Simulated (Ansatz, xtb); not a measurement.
**Relative energy of two isomers of C3H10Si3**

We compare I, `[SiH3]C1=C[SiH2]C[SiH2]1`, a singlet, with II, `C1=C[SiH2][SiH2]C[SiH2]1`, a singlet. Both are isolated molecules in the gas phase, relaxed with B3LYP/def2-SVP; the shapes shown needn't be the lowest conformers.

I (Å):

```yaml
atoms:
  - { symbol: C, position_ang: [-0.5060, -0.3498, -1.3151] }
  - { symbol: C, position_ang: [0.3128, 0.6905, -1.6215] }
  - { symbol: C, position_ang: [2.2043, -1.5370, -1.4720] }
  - { symbol: Si, position_ang: [-2.3637, -0.1219, -1.1001] }
  - { symbol: Si, position_ang: [2.1626, 0.3309, -1.8101] }
  - { symbol: Si, position_ang: [0.3957, -2.0125, -1.1306] }
  - { symbol: H, position_ang: [-3.1118, -0.9740, -2.0734] }
  - { symbol: H, position_ang: [-2.7329, 1.3085, -1.3167] }
  - { symbol: H, position_ang: [-2.7865, -0.5347, 0.2725] }
  - { symbol: H, position_ang: [-0.1004, 1.7028, -1.7518] }
  - { symbol: H, position_ang: [2.6488, 0.6863, -3.1787] }
  - { symbol: H, position_ang: [2.9722, 1.1182, -0.8302] }
  - { symbol: H, position_ang: [2.6029, -2.0909, -2.3369] }
  - { symbol: H, position_ang: [2.8458, -1.7728, -0.6079] }
  - { symbol: H, position_ang: [0.1985, -2.5791, 0.2389] }
  - { symbol: H, position_ang: [-0.1293, -3.0169, -2.1056] }
```

II (Å):

```json
{"atom": "C", "x (Å)": "0.5030", "y (Å)": "-1.9547", "z (Å)": "-0.0210"}
{"atom": "C", "x (Å)": "-0.3330", "y (Å)": "-2.2658", "z (Å)": "-1.0352"}
{"atom": "C", "x (Å)": "-0.3320", "y (Å)": "1.0678", "z (Å)": "0.2984"}
{"atom": "Si", "x (Å)": "-1.7593", "y (Å)": "-1.2380", "z (Å)": "-1.7369"}
{"atom": "Si", "x (Å)": "-2.0661", "y (Å)": "0.6361", "z (Å)": "-0.3419"}
{"atom": "Si", "x (Å)": "0.5846", "y (Å)": "-0.4035", "z (Å)": "1.0546"}
{"atom": "H", "x (Å)": "1.2632", "y (Å)": "-2.7096", "z (Å)": "0.2383"}
{"atom": "H", "x (Å)": "-0.1840", "y (Å)": "-3.2429", "z (Å)": "-1.5221"}
{"atom": "H", "x (Å)": "-1.4257", "y (Å)": "-0.8274", "z (Å)": "-3.1383"}
{"atom": "H", "x (Å)": "-2.9790", "y (Å)": "-2.0994", "z (Å)": "-1.8217"}
{"atom": "H", "x (Å)": "-2.9542", "y (Å)": "0.2711", "z (Å)": "0.8047"}
{"atom": "H", "x (Å)": "-2.6939", "y (Å)": "1.7884", "z (Å)": "-1.0585"}
{"atom": "H", "x (Å)": "0.2637", "y (Å)": "1.4439", "z (Å)": "-0.5523"}
{"atom": "H", "x (Å)": "-0.3843", "y (Å)": "1.8851", "z (Å)": "1.0385"}
{"atom": "H", "x (Å)": "2.0289", "y (Å)": "-0.0737", "z (Å)": "1.2575"}
{"atom": "H", "x (Å)": "0.0126", "y (Å)": "-0.7196", "z (Å)": "2.4007"}
```

Quicker runs give these differences E(II) − E(I): GFN2-xTB +0.283 eV; HF/STO-3G −0.117 eV (at GFN2-xTB geometries); r2SCAN-D4/def2-SVP −0.014 eV (at GFN2-xTB geometries).

Question: Which of the two would you expect CCSD(T)/def2-SVP + ΔMP2/def2-TZVPP electronic energies to favour?

Answer: Too close to call at this level: CCSD(T)/def2-SVP + ΔMP2/def2-TZVPP gives E(II) − E(I) = +0.069 eV.

How the difference moves with the method:

```csv
level,geometry,E(II) − E(I) (eV),departure from the last row (eV),"job, with rough time for the two"
GFN2-xTB,GFN2-xTB,+0.283,+0.214,"optimisation, 0.22 s"
HF/STO-3G,GFN2-xTB,−0.117,−0.185,"single point, 0.42 s"
r2SCAN-D4/def2-SVP,GFN2-xTB,−0.014,−0.083,"single point, 4.7 s"
B3LYP/def2-SVP,B3LYP/def2-SVP,+0.011,−0.058,"optimisation, 57 s"
HF/def2-SVP,B3LYP/def2-SVP,+0.104,+0.035,part of the CCSD(T) run
MP2/def2-SVP,B3LYP/def2-SVP,+0.118,+0.050,part of the CCSD(T) run
CCSD(T)/def2-SVP,B3LYP/def2-SVP,+0.047,−0.022,single point
CCSD(T)/def2-SVP + ΔMP2/def2-TZVPP,B3LYP/def2-SVP,+0.069,,"single point, 60 s"
```

As drawn, II has 1 Si–Si, 1 C–H in place of 1 C–Si, 1 Si–H. Structure I has a 5-membered ring, II a 6-membered ring.

HF/STO-3G puts the two in the other order. r2SCAN-D4/def2-SVP, B3LYP/def2-SVP find them nearly level. The largest departure from CCSD(T)/def2-SVP + ΔMP2/def2-TZVPP is that of GFN2-xTB, 0.214 eV. The last row adds to CCSD(T) the change of the MP2 difference between the two basis sets, here +0.022 eV.

With thermal terms from frequencies at re-optimised GFN2-xTB minima (ideal gas, soft modes damped towards free rotors, one conformer each, 298.15 K, 1 atm): the zero-point term adds +0.072 eV; ΔH is +0.129 and ΔG +0.166 eV.

The correlated steps freeze 18 core orbitals. Programs: Ansatz 0.2.0, xtb 6.7.1; the last row on 4 threads of Arm Neoverse V1 on a shared host.
